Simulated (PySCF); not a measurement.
# Excitation energy of W by level of theory

W [Xe] 4f14 5d4 6s2 (5D) → W [Xe] 4f14 5d5 6s1 (7S), as a difference of total energies. Calculation: PySCF 2.14, in def2-TZVPPD with the def2 core potential (60 electrons) (6s5p3d2f1g, 59 functions); scalar relativity through the core potential. Correlated levels: valence: 5s2 5p6 frozen; valence and next inner shell: nothing frozen outside the core potential. The calculations carry no spin-orbit coupling.

| method | excitation energy (cm⁻¹) | error (cm⁻¹) |
| --- | --- | --- |
| UHF | -9153.7 | -7648 |
| LDA | -4492.7 | -2987 |
| PBE | -6220.7 | -4715 |
| PBE0 | -6675.0 | -5169 |
| r2SCAN | -9323.5 | -7818 |
| TPSSh | -5966.1 | -4460 |
| B97-3 | -130.24 | +1375 |
| LC-wPBE | -6182.6 | -4677 |
| wB97X | 5250.6 | +6756 |
| MP2 (valence) | -4818.9 | -3313 |
| SCS-MP2 (valence) | 1109.6 | +2615 |
| MP2 (valence and next inner shell) | -4498.4 | -2993 |
| SCS-MP2 (valence and next inner shell) | 271.90 | +1778 |

Reference: -1505.7 cm⁻¹ (measured; NIST levels, between the centres of gravity of the two terms).

Errors of the correlated levels include the incompleteness of this basis and the frozen core.
